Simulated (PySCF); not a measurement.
Computed shifts of a molecule CH₄Cl₂OSi₂, PBE/pcSseg-1 in PySCF, GIAO, gas phase, atoms alike by connectivity averaged where their shifts nearly agree, in ppm (number of nuclei): ²⁹Si: 64.7 (1), 45.0 (1). ¹³C: 96.8 (1). ¹H: 6.54 (2), 5.60 (2). References: ³⁵Cl against HCl (σ = 936.5 ppm); ²⁹Si against TMS (σ = 335.4 ppm); ¹³C against TMS (σ = 182.0 ppm); ¹⁷O against H2O (σ = 334.3 ppm); ¹H against TMS (σ = 31.49 ppm), references at their B3LYP-D3(BJ)/def2-TZVP geometries, non-relativistic (without spin–orbit terms, shifts of atoms bonded to Cl or Br come out too high). Geometry optimised at PBE-D3(BJ)/def2-SVP. Other conformers were not sampled.

Pick the molecule that these values belong to.
A) Cl[Si]1(Cl)CO[SiH2]1
B) O=C[Si@H](Cl)[SiH2]Cl
C) Cl[Si@@H]1C[Si@H](Cl)O1
D) Cl[Si@@H]1CO[Si@H]1Cl

A, Cl[Si]1(Cl)CO[SiH2]1
